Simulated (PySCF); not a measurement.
## Nitrogen: a sound run and one with changed settings

Sound run: N⁺ [He] 2s2 2p2, N²⁺ [He] 2s2 2p1. Calculation: PySCF 2.14, in cc-pVTZ-DK (4s3p2d1f, 30 functions); the spin-free X2C one-electron Hamiltonian (Gaussian nucleus). In the sound run the correlated levels freeze 1s2. The sound run starts from symmetry-adapted Hartree-Fock orbitals and uses a fine grid where one is needed.

Changed run: a valence shell is frozen. This setting is unsound on purpose.

| species | method | sound run (hartree) | changed run (hartree) | converged |
| --- | --- | --- | --- | --- |
| N⁺ | MP2 | -53.99117 | -53.92712 | yes |
| N⁺ | CCSD(T) | -54.01378 | -53.92889 | yes |

Ionisation energy of N⁺:

```tsv
method	sound run (eV)	changed run (eV)
UHF	29.185	29.185
MP2	29.598	29.388
SCS-MP2	29.462	29.253
CCSD	29.444	29.437
CCSD(T)	29.460	29.437
CCSDT	n/a	29.437
FCI	n/a	29.437
```

Freezing a valence shell removes pair correlation that changes on ionisation.

For comparison, NIST gives 29.601 eV between the lowest levels.
